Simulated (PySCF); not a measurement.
Excitations are Tamm–Dancoff values on a coarser integration grid. The basis has no diffuse functions, so Rydberg states are missing or too high.

Species: C3H2S, SMILES `C#CC=S` (charge 0, multiplicity 1).

Problem. Give the HOMO–LUMO gap, dipole moment, HOMO, brightest of the four lowest singlets (TDA) and S1 excitation (TDA) at the level PySCF 2.14.0 with PBE-D3(BJ)/def2-TZVP // B3LYP-D3(BJ)/def2-TZVP.

Solution. 
```yaml
HOMO–LUMO gap: 1.65 eV
dipole_moment: 2.18 D
HOMO: -5.56 eV
brightest of the four lowest singlets (TDA): 5.24 eV
S1 excitation (TDA): 1.89 eV
```
